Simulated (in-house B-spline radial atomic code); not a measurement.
# Rb V (Rb4+): [Ar] (3d3/2)3 (3d5/2)5 4s2 4p5 (with a hole in an inner shell)

Computed with a radial B-spline atomic code at the basis-set limit: Dirac-Hartree-Fock, average of the jj configuration, Fermi nucleus of rms radius 4.2036 fm.

Screening seen three ways: the hydrogenic charge with the same mean radius, Z_r = [3n² - l(l+1)]/(2<r>), the one with the same energy, Z_e = n√(-2ε), and Slater's rules. Values are occupation-weighted means over j. An effective charge above Z reflects the relativistic contraction of the inner shells.

```
shell  electrons   ε (eV)  <r> (bohr)    Z_r    Z_e  Slater
   1s          2   -15390     0.04028  37.24  33.63   36.70
   2s          2  -2205.3      0.1769  33.91  25.46   32.85
   2p          6  -1960.4      0.1549  32.29  24.01   32.85
   3s          2  -424.64      0.4982  27.10  16.76   25.75
   3p          6  -342.19      0.5043  24.79  15.05   25.75
   3d          8  -211.24       0.496  21.17  11.82   16.55
   4s          2  -97.146       1.301  18.45  10.69   11.30
   4p          5   -73.82        1.43  16.09   9.32   11.30
```

The least bound orbital is 4p3/2 at -73.36 eV, and it is also the most diffuse (<r> = 1.437 bohr). The part-filled 3d shell lies below the filled 4s shell in orbital energy.

For the 1s electron the small component carries 1.81 % of the norm, the zero-frequency Breit interaction raises the level by 25.86 eV, self-energy by 13.74 eV, and vacuum polarisation lowers it by 1.455 eV.
